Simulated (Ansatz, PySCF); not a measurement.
ClH2MoNS2, SMILES [Cl][Mo](=[S])(=[NH])[SH], multiplicity 1.

Geometry: PBE0-D3(BJ)/def2-SVP. The multiplicity is an assumed one; no other spin state was optimised. The structure was generated by enumeration; whether it is a known compound was not checked. The def2 effective core potentials stand for the cores of Mo; spin–orbit coupling is left out. Other conformers were not sampled.

Vertical ionisation energy (IE) and electron affinity (EA) in eV. Rows of orbital energies are one-electron estimates. Where ΔSCF, EOM or ADC give a negative EA the extra electron is unbound and the value depends on the basis.

```csv
level,IE,EA
"−ε(HOMO), −ε(LUMO), M06-2X/def2-TZVP (PySCF)",8.86,2.38
"−ε(HOMO), −ε(LUMO), PBE/def2-TZVP (PySCF)",___,___
"ΔSCF, CAM-B3LYP/def2-SVPD (Ansatz), final states of multiplicity 2 and 2",9.74,2.00
"ΔSCF, PBE/def2-SVPD (Ansatz), final states of multiplicity 2 and 2",9.40,1.42
```

Problem. What belongs in the gaps? (The exact figures need the calculation; the answer reports its results.)

Solution. 
- −ε(HOMO), −ε(LUMO), PBE/def2-TZVP (PySCF), IE: 6.68
- −ε(HOMO), −ε(LUMO), PBE/def2-TZVP (PySCF), EA: 3.82

Problem. What vertical singlet–triplet gap does ΔSCF give with CAM-B3LYP/def2-SVPD (Ansatz, a first-principles code) and with PBE/def2-SVPD (Ansatz)? (The exact figures need the calculation; the answer reports its results.)

Solution. 2.50 and 2.72 eV (triplet above singlet where positive).
